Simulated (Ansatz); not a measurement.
Cost and result for the atomization energy of C$_{2}$H$_{7}$GeNO (12 atoms, 11 bonds).

```xyz
12

C    -1.7358   -0.3373    1.6124
O    -0.9086   -0.7980    0.5442
C    -0.0330    0.0677    0.0718
N     0.7616   -0.1988   -0.8749
Ge    2.1417    1.1995   -1.6035
H    -2.3785   -1.1728    1.8779
H    -1.1283   -0.0538    2.4744
H    -2.3475    0.5069    1.2877
H     0.0028    1.0602    0.5248
H     0.6855   -1.1359   -1.2583
H     3.2508    0.0538   -1.5743
H     1.6893    0.8085   -3.0822
```

Charge 0, multiplicity 1. Correlated methods include outer-core shells of Ge, which these sets cover unevenly. Scalar relativity is left out up to krypton. The bonds changed during the relaxation, so this is another structure than the one it started from. Geometry: relaxed with PBE0-D4/def2-TZVP. It is one conformer, not always the lowest. Program: Ansatz. All runs use 4 threads of an Arm Neoverse V1 on a shared host. Times are those of one run each, without the atoms' runs, and a repeat can differ threefold. Electronic energies, without spin–orbit coupling; frozen cores. CCSD(T)/CBS adds CCSD(T) − MP2 in def2-TZVPP to the MP2 limit, and its time is that of the two runs behind it. T1 = 0.014. With those shells the extrapolation isn't a true limit. B3LYP takes the VWN-RPA correlation (the form of Gaussian; ORCA's B3LYP/G). HSE06 is the plane-wave form, built on full-range PBE exchange.

CCSD(T)/CBS is a level of theory with its own doubt, some kJ/mol a heavy atom from the limit and from the frozen cores, so smaller differences don't rank the functionals.

```tsv
level	functions	wall time	atomization (kJ/mol)	difference from CCSD(T)/CBS	per bond
revPBE-D4/def2-TZVPP	270	3 s	4215.2	-1.1	-0.1
PBE-D4/def2-TZVPP (with forces)	270	3.4 s	4330.5	114.2	10.4
BHLYP-D4/def2-TZVPP	270	4.3 s	4072.8	-143.5	-13.0
HSE06-D4/def2-TZVPP	270	4.4 s	4223.7	7.4	0.7
CAM-B3LYP-D4/def2-TZVPP	270	4.9 s	4246.4	30.1	2.7
r2SCAN-D4/def2-TZVPP (with forces)	270	6.5 s	4222.6	6.3	0.6
B3LYP-D4/def2-TZVPP (with forces)	270	6.5 s	4232.5	16.2	1.5
r2SCANh-D4/def2-TZVPP	270	7.5 s	4186.5	-29.8	-2.7
PBE-QIDH/def2-TZVPP	270	8.5 s	4164.9	-51.4	-4.7
CCSD(T)/def2-SVP	123	16 s	3980.9	-235.4	-21.4
MP2/def2-QZVPP	527	35 s	4213.7	-2.6	-0.2
CCSD(T)/def2-TZVPP	270	7 min	4102.2	-114.1	-10.4
CCSD(T)/CBS(def2)	–	7.6 min	4216.3	0.0	0.0
```

From r2SCAN to r2SCAN0 (25 % exact exchange), in def2-TZVPP and without D4, the atomization energy moves by −88.2 kJ/mol: exact exchange takes away binding that semilocal exchange gives to molecules. In def2-TZVPP, CCSD(T) changes the Hartree–Fock value by +1198.7 kJ/mol (the triples alone add +73.1 kJ/mol) and MP2 by +1243.0 kJ/mol; breaking electron pairs costs correlation energy, which Hartree–Fock lacks. The D4 term adds +34.3 kJ/mol with B3LYP and +18.1 kJ/mol with PBE0; it sums over pairs of atoms, weighted by their polarisabilities, and B3LYP, whose exchange is more repulsive, gets the larger term.

For some Ge, Se and Sn compounds the MP2-based and the directly extrapolated limit differ by 10 to 25 kJ/mol.
